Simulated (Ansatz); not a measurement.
# Molecular dynamics of C₃H₇BO

The input (input.yaml):

```yaml
crystal:
  periodic: [false, false, false]
  atoms:
    - { symbol: B, position_ang: [-1.185432, 0.792041, 0.325462] }
    - { symbol: C, position_ang: [-0.085968, -0.278339, 0.548825] }
    - { symbol: C, position_ang: [-0.12349, -1.008376, 1.707381] }
    - { symbol: O, position_ang: [0.947133, -0.577295, -0.318744] }
    - { symbol: C, position_ang: [0.996812, 0.167015, -1.540559] }
    - { symbol: H, position_ang: [-2.013346, 0.919494, 1.191768] }
    - { symbol: H, position_ang: [-1.252247, 1.49023, -0.654617] }
    - { symbol: H, position_ang: [-0.911398, -0.825741, 2.439499] }
    - { symbol: H, position_ang: [0.621723, -1.781966, 1.928626] }
    - { symbol: H, position_ang: [1.872938, -0.216621, -2.0854] }
    - { symbol: H, position_ang: [0.087398, 0.014061, -2.15135] }
    - { symbol: H, position_ang: [1.122876, 1.250397, -1.356691] }
basis:
  gaussian: { orbitals: "6-31G*" }
hamiltonian:
  xc: revpbe
  dispersion: d4
md:
  timestep: 0.5
  n_steps: 250
  ensemble: nvt_langevin
  temperature: 200.0
  initial_velocities: maxwell_boltzmann
  seed: 679474
  friction: 0.005
scf:
  lower_state_search: "off"
```

Command:

```bash
$ ansatz run input.yaml --threads 2 --pin off --max-ram 3072MiB --backend cpu --events-out ev --progress --plain --runs-dir out
```

It starts from a relaxed structure.

Output, in part (step lines, the closing report, with atoms numbered from 0):

```
md step     0: t =     0.00 fs  T =   183.3 K  F+E_penalty+E_count = -5945.68844093 eV  E_kin = 0.284372 eV  (18 SCF iters)
[... lines left out ...]
Total energy: -5945.57412393 eV, -218.4958189996 hartree
Atom 0 at    -1.203078     0.775659     0.307367 Å, force     0.230142    -0.059750     0.170571 eV/Å
Atom 1 at    -0.078389    -0.258272     0.579196 Å, force    -0.119436     0.404114    -1.429536 eV/Å
Atom 2 at     0.116940    -0.767045     1.814097 Å, force    -0.163142    -0.030204     1.025293 eV/Å
Atom 3 at     0.791801    -0.686438    -0.407154 Å, force    -0.044114    -0.226231    -0.305486 eV/Å
Atom 4 at     0.676140    -0.083686    -1.706751 Å, force    -0.112462    -1.333688    -0.680271 eV/Å
Atom 5 at    -1.977261     0.954743     1.180309 Å, force    -0.417050     0.112240     0.482376 eV/Å
Atom 6 at    -1.327210     1.430358    -0.688198 Å, force     0.086173    -0.025120    -0.169606 eV/Å
Atom 7 at    -0.557649    -0.455882     2.620108 Å, force     0.092604    -0.153495    -0.061688 eV/Å
Atom 8 at     0.945088    -1.440269     2.058758 Å, force     0.020061    -0.016826    -0.036102 eV/Å
Atom 9 at     1.412472    -0.639828    -2.350565 Å, force    -0.533963     0.259014     0.386775 eV/Å
Atom 10 at    -0.352083    -0.132785    -2.193189 Å, force     0.757216    -0.148743     0.634333 eV/Å
Atom 11 at     0.989403     0.939466    -1.663438 Å, force     0.203972     1.218690    -0.016657 eV/Å
Dipole moment:     0.058788     0.021238    -0.091639 e Å
```

The steps, from the saved trajectory:

```json
{"time (fs)": "0.0", "T (K)": "183", "potential energy less start (eV)": "0.000"}
{"time (fs)": "4.0", "T (K)": "113", "potential energy less start (eV)": "0.126"}
{"time (fs)": "8.0", "T (K)": "63", "potential energy less start (eV)": "0.224"}
{"time (fs)": "12.0", "T (K)": "145", "potential energy less start (eV)": "0.111"}
{"time (fs)": "16.0", "T (K)": "107", "potential energy less start (eV)": "0.148"}
{"time (fs)": "20.0", "T (K)": "79", "potential energy less start (eV)": "0.194"}
{"time (fs)": "24.0", "T (K)": "110", "potential energy less start (eV)": "0.181"}
{"time (fs)": "28.0", "T (K)": "123", "potential energy less start (eV)": "0.152"}
{"time (fs)": "32.0", "T (K)": "124", "potential energy less start (eV)": "0.160"}
{"time (fs)": "36.0", "T (K)": "100", "potential energy less start (eV)": "0.197"}
{"time (fs)": "40.0", "T (K)": "148", "potential energy less start (eV)": "0.147"}
{"time (fs)": "44.0", "T (K)": "206", "potential energy less start (eV)": "0.062"}
{"time (fs)": "48.0", "T (K)": "140", "potential energy less start (eV)": "0.166"}
{"time (fs)": "52.0", "T (K)": "92", "potential energy less start (eV)": "0.206"}
{"time (fs)": "56.0", "T (K)": "135", "potential energy less start (eV)": "0.138"}
{"time (fs)": "60.0", "T (K)": "127", "potential energy less start (eV)": "0.147"}
{"time (fs)": "64.0", "T (K)": "107", "potential energy less start (eV)": "0.207"}
{"time (fs)": "68.0", "T (K)": "108", "potential energy less start (eV)": "0.196"}
{"time (fs)": "72.0", "T (K)": "106", "potential energy less start (eV)": "0.185"}
{"time (fs)": "76.0", "T (K)": "101", "potential energy less start (eV)": "0.188"}
{"time (fs)": "80.0", "T (K)": "102", "potential energy less start (eV)": "0.165"}
{"time (fs)": "84.0", "T (K)": "123", "potential energy less start (eV)": "0.118"}
{"time (fs)": "88.0", "T (K)": "127", "potential energy less start (eV)": "0.129"}
{"time (fs)": "92.0", "T (K)": "104", "potential energy less start (eV)": "0.191"}
{"time (fs)": "96.0", "T (K)": "105", "potential energy less start (eV)": "0.185"}
{"time (fs)": "100.0", "T (K)": "137", "potential energy less start (eV)": "0.135"}
{"time (fs)": "104.0", "T (K)": "120", "potential energy less start (eV)": "0.156"}
{"time (fs)": "108.0", "T (K)": "122", "potential energy less start (eV)": "0.182"}
{"time (fs)": "112.0", "T (K)": "135", "potential energy less start (eV)": "0.172"}
{"time (fs)": "116.0", "T (K)": "116", "potential energy less start (eV)": "0.205"}
{"time (fs)": "120.0", "T (K)": "132", "potential energy less start (eV)": "0.174"}
{"time (fs)": "124.0", "T (K)": "173", "potential energy less start (eV)": "0.127"}
```

The run went to its last step. The mean temperature of the second half is 40 % below the set value. A run of 0.12 ps of so small a system gives no equilibrium averages.

The same pairs are bonded in the first frame and the last. Pairs count as bonded within 1.25 times the sum of covalent radii (0.12 Å more for H–H).

Last frame:

```xyz
12
Properties=species:S:1:pos:R:3
B -1.203 0.776 0.307
C -0.078 -0.258 0.579
C 0.117 -0.767 1.814
O 0.792 -0.686 -0.407
C 0.676 -0.084 -1.707
H -1.977 0.955 1.180
H -1.327 1.430 -0.688
H -0.558 -0.456 2.620
H 0.945 -1.440 2.059
H 1.413 -0.640 -2.351
H -0.352 -0.133 -2.193
H 0.989 0.940 -1.663
```

Run time: 7.1 min on 2 threads of Arm Neoverse N1 (shared host), peak memory 0.11 GiB.
